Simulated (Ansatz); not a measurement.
# How basis sets differ on CH4AlNO (SMILES C1[NH][AlH][O]1)

CH4AlNO has 8 atoms, charge 0, and is taken as a singlet. As SMILES, `C1[NH][AlH][O]1`. Geometry: relaxed at PBE0-D4/def2-TZVP.

```xyz
8

C    -0.2540    0.7620   -0.4400
N     0.5769    0.2531    0.6547
Al    0.0361   -1.3595    0.2091
O    -0.8205   -0.4291   -0.9750
H     0.3324    1.2769   -1.2135
H    -1.0525    1.4310   -0.0907
H     1.1077    0.8870    1.2215
H     0.1660   -2.8786    0.5780
```

Each level gives the dipole moment (D). The values are calculated.

```csv
level,kind,program,value (D)
HF/STO-3G,Hartree–Fock,Ansatz,2.32
HF/3-21G,Hartree–Fock,Ansatz,2.47
HF/def2-SVP,Hartree–Fock,Ansatz,2.23
HF/6-31+G* (spherical functions),Hartree–Fock,Ansatz,2.23
HF/aug-cc-pVDZ,Hartree–Fock,Ansatz,2.13
```

The values span 2.13 to 2.47 D. Sets without polarisation functions give poor dipoles. Without the sets that lack polarisation functions the rows with a basis span only 2.13 to 2.23 D.
